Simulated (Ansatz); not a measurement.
Program: Ansatz. Geometries: PBE0-D4/def2-TZVP. ΔE: electronic, gas phase. CBS: MP2 limit from def2 TZ/QZ plus the TZ coupled-cluster correction, frozen cores. Functionals use def2-TZVPP. B3LYP here is the variant with VWN-RPA as its local correlation; programs differ in this. Each species was taken in one conformer, which may not be the lowest.

Reaction (substitution at a C–C bond): `CCC(O)CC` + `N[SiH2]CCl` → `CN[SiH2]CCl` + `CCC(C)O`

```tsv
level	ΔE (kJ/mol)	difference from CCSD(T)/CBS
PBE-D4	35.2	-4.2
PBE0-D4	36.7	-2.7
B3LYP-D4	33.8	-5.6
ωB97X-V	36.8	-2.6
ωB97M-V	38.7	-0.7
PBE	35.4	-4.0
r2SCAN	38.4	-1.0
PBE0	37.0	-2.4
B3LYP	34.2	-5.2
MP2/def2-TZVPP	40.6	1.2
CCSD/def2-TZVPP	38.4	-1.0
CCSD(T)/def2-TZVPP	38.8	-0.6
HF/def2-QZVPP	34.0	-5.4
MP2/def2-QZVPP	40.8	1.4
SCS-MP2/def2-QZVPP	38.2	-1.2
HF/CBS(def2)	33.9	-5.5
CCSD(T)/CBS	39.4	0
```

Largest T1 diagnostic among the species: 0.010.

In def2-TZVPP, CCSD(T) changes the Hartree–Fock value by +4.3 kJ/mol (the triples alone add +0.4 kJ/mol) and MP2 by +6.2 kJ/mol.
